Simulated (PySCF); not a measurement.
**C₆ coefficients of unlike pairs at PBE0**

Calculated with PySCF 2.14 from the dipole response of each species, C₆(A,B) = (3/π) ∫ α_A(iu) α_B(iu) du, in atomic units, from isotropic polarisabilities. For ions this is the dispersion term alone; charge-induced terms of lower order in 1/R come first.

```
species           configuration                                                                      basis      relativity  α (bohr³)  C₆ (like pair)
   Se³⁺  [Ar] 3d10 4s2 4p1 (2P)  x2c-TZVPPall with one added diffuse shell each of s, p, d type (7s6p5d1f)   spin-free X2C      6.569           22.36
    Li⁺                1s2 (1S)                                                  aug-cc-pVTZ-DK (5s4p3d2f)   spin-free X2C     0.1346         0.03075
   Cu²⁺           [Ar] 3d9 (2D)                                aug-cc-pVQZ-PP with ECP10MDF (7s7p6d4f3g2h)  core potential      2.909           7.814
   Ar³⁺       [Ne] 3s2 3p3 (4S)                                              aug-cc-pCVQZ-DK (10s9p7d5f3g)   spin-free X2C      3.589           9.737
```

Q: Estimate C₆ for Li⁺ with Se³⁺.

A: The integral gives 0.7176. The combination rule 2 C_A C_B / (C_A α_B/α_A + C_B α_A/α_B) gives 0.7019 and the geometric mean 0.8291.

No spin-orbit coupling is included.

The other pairs:

```json
{"pair": "Cu²⁺, Se³⁺", "C₆": "12.45"}
{"pair": "Ar³⁺, Cu²⁺", "C₆": "8.565"}
{"pair": "Ar³⁺, Se³⁺", "C₆": "14.51"}
{"pair": "Ar³⁺, Li⁺", "C₆": "0.5124"}
{"pair": "Cu²⁺, Li⁺", "C₆": "0.4808"}
```
